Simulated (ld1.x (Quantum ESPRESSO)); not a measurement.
Before and after: TM potential for In

* Element: In
* Generator: ld1.x (Quantum ESPRESSO) 7.5
* Type: norm-conserving Troullier–Martins (Kleinman–Bylander form)
* Functional: PBE
* Relativity: scalar-relativistic
* Frozen core: [Kr] 4d10
* Valence charge: 3
* Reference configuration: 5s2 5p0 (charge +1)
* Partial waves: 5s (bound): rc 1.85 bohr; 5p (bound, empty): rc 2.05 bohr; 5d channel at 0.25 Ry: rc 1.55 bohr
* Local potential: all-electron potential smoothed inside 1.20 bohr (lloc = -1)
* Core correction: Bessel-smoothed model core inside 1.10 bohr

All-electron outer shells of the reference configuration (PBE, scalar-relativistic, ld1.x):

| shell | level (eV) | outermost node (bohr) | outermost maximum (bohr) |
| --- | --- | --- | --- |
| 5s | -14.92 | 1.02 | 2.11 |
| 5p | -8.43 | 1.14 | 2.64 |

Change: local potential all-electron potential smoothed inside 1.52 bohr (lloc = -1).

Cutoffs: the cutoffs (Ry, on a coarse ladder) from which the occupation-weighted sum of valence levels, in a spherical-Bessel basis at the reference potential, stays within 10 and 1 mRy of its value at 400 Ry; they do not see the model core or the augmentation charge, which bear on the density cutoff. Errors are all-electron minus pseudo energies relative to the spin-unpolarised reference configuration.

Task: How do hardness, ghosts and transferability respond?

Result: The potential gets harder (18 Ry and 40 Ry → 21 Ry and 45 Ry); both files keep a bound ghost (d, p, s); the number of tests that count goes from 7 to 5; of the 5 tests that both files solve, the error grows in 0 and shrinks in 3 by more than 15 % and 0.3 meV (median size 21.5 → 11.6 meV); the range in which the s phases agree widens (upper end 1.6 → 3.3); the range in which the p phases agree narrows (upper end 3.7 → -0.4). That the errors move this way runs against the usual rule that smaller radii transfer better.

| quantity | base | changed |
| --- | --- | --- |
| cutoff, loose | 18 Ry | 21 Ry |
| cutoff, tight | 40 Ry | 45 Ry |
| bound ghosts | s, p, d | s, d, p |
| tests counted (converged, no solver errors) | 7 of 7 | 5 of 7 |
| error for 5s1 5p0, meV [ΔE 19.23 eV] | -119 | -122 |
| error for 5s2 5p0.5, meV [ΔE -3.42 eV] | -4.0 | -2.7 |
| error for 5s0 5p3, meV [ΔE 6.58 eV] | -47 | -35 |
| error for 5s1 5p1, meV [ΔE 6.59 eV] | -22 | -12 |
| error for 5s1 5p2, meV [ΔE 0.48 eV] | -7.7 | -6.9 |
| s: phases at 2.26 bohr within 0.05 rad from the reference energy up to (Ry; the scan ends near 5) | 1.6 | 3.3 |
| p: phases at 2.26 bohr within 0.05 rad from the reference energy up to (Ry; the scan ends near 5) | 3.7 | -0.4 |
| d: phases at 2.26 bohr within 0.05 rad from the reference energy up to (Ry; the scan ends near 5) | 0.8 | 0.9 |

Changed file: Tests not counted: 5s2 5p1 (solver errors, printed error -46.8 eV); 5s2 5p1.3 (solver errors, printed error -2.0 eV). A true bound ghost makes a file unfit for plane-wave use even where its test errors are small: the radial tests pick states by their node count and pass the ghost by. Where a test does run into it, the solver fails or the error is huge.
